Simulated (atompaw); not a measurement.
## Before and after: PAW (atompaw) potential for chromium

- Element: chromium (Cr)
- Generator: atompaw 4.2.0.5
- Type: PAW
- Functional: PBE
- Relativity: scalar-relativistic
- Frozen core: [Ne]
- Valence charge: 14
- Reference configuration: 3s2 3p6 3d5 4s0.5 4p0 (charge +0.5)
- Partial waves: 3s (bound): rc 1.60 bohr; 4s (bound): rc 1.55 bohr; 3p (bound): rc 1.15 bohr; 4p (bound, empty): rc 2.10 bohr; 3d (bound): rc 1.15 bohr; 3d channel at 0.35 Ry: rc 2.10 bohr
- Local potential: troulliermartins scheme with l = 3 at 0.5 Ry, radius 1.90 bohr
- Core correction: smooth core density matched at 2.05 bohr
- Augmentation charge: sinc compensation charge, radius 1.85 bohr; PAW radius 2.10 bohr; waves and projectors: custom rrkj gramschmidtortho

Change: local potential bessel scheme, radius 1.90 bohr.

Cutoffs: the cutoffs (Ry, on a coarse ladder) from which the occupation-weighted sum of valence levels, in a spherical-Bessel basis at the reference potential, stays within 10 and 1 mRy of its value at 400 Ry; they do not see the model core or the augmentation charge, which bear on the density cutoff.

Q: What does the change do?

A: The potential gets neither clearly harder nor softer (80 Ry and 140 Ry → 80 Ry and 140 Ry); the range in which the p phases agree widens (upper end 0.8 → at the end of the scan); neither file shows a bound ghost.

| quantity | base | changed |
| --- | --- | --- |
| cutoff, loose | 80 Ry | 80 Ry |
| cutoff, tight | 140 Ry | 140 Ry |
| bound ghosts | none | none |
| s: phases at 2.11 bohr within 0.05 rad from the reference energy up to (Ry; the scan ends near 5) | to the end of the scan | to the end of the scan |
| p: phases at 2.11 bohr within 0.05 rad from the reference energy up to (Ry; the scan ends near 5) | 0.8 | to the end of the scan |
| d: phases at 2.11 bohr within 0.05 rad from the reference energy up to (Ry; the scan ends near 5) | 1.0 | 1.5 |
| lowest overlap eigenvalue by channel | s 0.13, p 0.49, d 0.60 | s 0.11, p 0.51, d 0.66 |

 The cutoffs see the waves, projectors and local potential, not the compensation charge or the core.
